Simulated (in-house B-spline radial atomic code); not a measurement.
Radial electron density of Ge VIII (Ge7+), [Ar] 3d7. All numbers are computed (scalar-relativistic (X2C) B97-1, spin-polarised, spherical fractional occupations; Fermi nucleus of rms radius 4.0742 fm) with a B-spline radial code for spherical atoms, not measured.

Caution: exact exchange at fractional occupations of open shells leaves self-interaction of up to several eV.

One-electron X2C: radii and densities carry no picture-change correction, so inner-shell <1/r> comes out high (for 1s by about 2 % at Z = 33, 5 % at 54, 10 % at 75, 30 % at 118) and <r> low.

Columns: r (bohr), 4πr²n(r) (electrons per bohr), bar.

```
 0.00178    1.158 #
 0.00211    1.551 #
 0.00252    2.098 ##
 0.00299    2.793 ###
 0.00356    3.721 ####
 0.00424    4.929 #####
 0.00505     6.48 ######
 0.00601    8.431 ########
 0.00715    10.85 ##########
 0.00851    13.78 #############
  0.0101    17.19 #################
  0.0121    21.27 #####################
  0.0143    25.37 #########################
  0.0171    29.84 #############################
  0.0203    33.82 #################################
  0.0242    37.09 ####################################
  0.0288    39.04 ######################################
  0.0343    39.34 ######################################
  0.0408    37.98 #####################################
  0.0485    35.49 ##################################
  0.0578    32.92 ################################
  0.0688    31.74 ###############################
  0.0818    33.05 ################################
  0.0974    36.96 ####################################
   0.116    42.02 #########################################
   0.138    45.51 ############################################
   0.164     44.9 ###########################################
   0.195    39.46 ######################################
   0.233    31.04 ##############################
   0.277    24.19 #######################
   0.329    21.84 #####################
   0.392    23.81 #######################
   0.467    26.63 ##########################
   0.555    26.43 ##########################
   0.661    21.94 #####################
   0.787    14.92 ##############
   0.936    8.259 ########
    1.11    3.734 ####
    1.33     1.26 #
    1.58   0.3466 
    1.88  0.07026 
    2.24 0.009801
```

On this grid the curve has 3 maxima, near 0.0343, 0.138, 0.467 bohr.

The 3p down radial function P(r) = rR(r), positive near the nucleus:

```csv
r (bohr),P
0.00178,0.001595
0.00252,0.002984
0.00356,0.005586
0.00505,0.01054
0.00715,0.01976
0.0101,0.03655
0.0143,0.06686
0.0203,0.1199
0.0288,0.2071
0.0408,0.3379
0.0578,0.5089
0.0818,0.6779
0.116,0.7409
0.164,0.5416
0.233,-0.0263
0.329,-0.7913
0.467,-1.331
0.661,-1.265
0.936,-0.7457
1.33,-0.2522
1.88,-0.0424
```
